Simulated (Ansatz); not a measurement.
Si2PH9O, closed shell: at the start structure of a reaction step.

The input file, in.yaml:

```yaml
crystal:
  periodic: [false, false, false]
  atoms:
    - {symbol: Si, position_ang: [-0.355357, -0.081481, 0.088631]}
    - {symbol: H, position_ang: [0.537871, -0.882096, -0.787906]}
    - {symbol: O, position_ang: [-0.638180, -0.918057, 1.473164]}
    - {symbol: Si, position_ang: [0.019791, -1.622573, 2.788495]}
    - {symbol: H, position_ang: [-1.667236, 0.141069, -0.561901]}
    - {symbol: H, position_ang: [0.290881, 1.212480, 0.427297]}
    - {symbol: H, position_ang: [1.494709, 2.013020, -3.154431]}
    - {symbol: P, position_ang: [0.182679, 1.633404, -2.772387]}
    - {symbol: H, position_ang: [0.756346, -0.618586, 3.602611]}
    - {symbol: H, position_ang: [-1.071877, -2.210590, 3.602857]}
    - {symbol: H, position_ang: [0.966335, -2.696667, 2.384063]}
    - {symbol: H, position_ang: [-0.369931, 2.912277, -3.038439]}
    - {symbol: H, position_ang: [-0.145932, 1.117599, -4.051854]}
basis:
  gaussian: {orbitals: def2-TZVPP}
hamiltonian: {xc: {name: PBE-QIDH}}
```

Command:

```bash
ansatz run in.yaml --threads 8 --pin off --events-out ev --progress --plain --max-ram 19148MiB
```

Output of Ansatz 0.2.0:

```
Functional definition: PBE-QIDH
  name "PBE-QIDH"
  cite "Brémond, Sancho-García, Pérez-Jiménez & Adamo, J. Chem. Phys. 141, 031101 (2014) doi:10.1063/1.4890314"
  cite "Perdew, Burke & Ernzerhof, Phys. Rev. Lett. 77, 3865 (1996) doi:10.1103/PhysRevLett.77.3865"
  parameter a = 3^(-1/3)
  parameter c = 1/3
  exchange = (1 - a)*pbe_x + a*exact_x
  correlation = (1 - c)*pbe_c + c*(mp2_os + mp2_ss)
1598 factors; integrals over basis functions are off by at most 7.9e-4 eV
mean field evaluation 1: about -27210.9866 eV, gradient 4.2e1 eV
mean field evaluation 2: about -27211.2115 eV, gradient 4.2e1 eV
mean field evaluation 4: about -27214.4283 eV, gradient 3.1e0 eV
mean field evaluation 8: about -27214.4644 eV, gradient 1.3e-1 eV
mean field evaluation 16: about -27214.4644 eV, gradient 5.2e-5 eV
mean field -27214.46444307 eV, -1000.1131216562 hartree, gradient 2.4e-6 eV, S^2 0.000000; 0 other end points of the search recorded, 0 dependent functions left out
16 core orbitals not correlated: weight in the atoms' cores, before any rotation towards them, 1.000 or more for the frozen orbitals, at most 0.000 for the correlated occupied ones
reference -27214.46446112 eV, -1000.1131223196 hartree; 14, 14 occupied and 253, 253 virtual orbitals, 1598 factors
second order -20.52103754 eV of doubles, -0.00000000 eV of singles
Total energy: -27221.30480697 eV, -1000.3645003930 hartree
```

The lines “mean field evaluation” count trial sets of orbitals through the whole run, from several starts and some on an approximate energy, so they need not fall steadily or lie above the final value.

Time: 2.9 s of wall clock on 8 CPU threads of an Arm Neoverse V2; the host was shared. Peak host memory: 0.72 GiB.
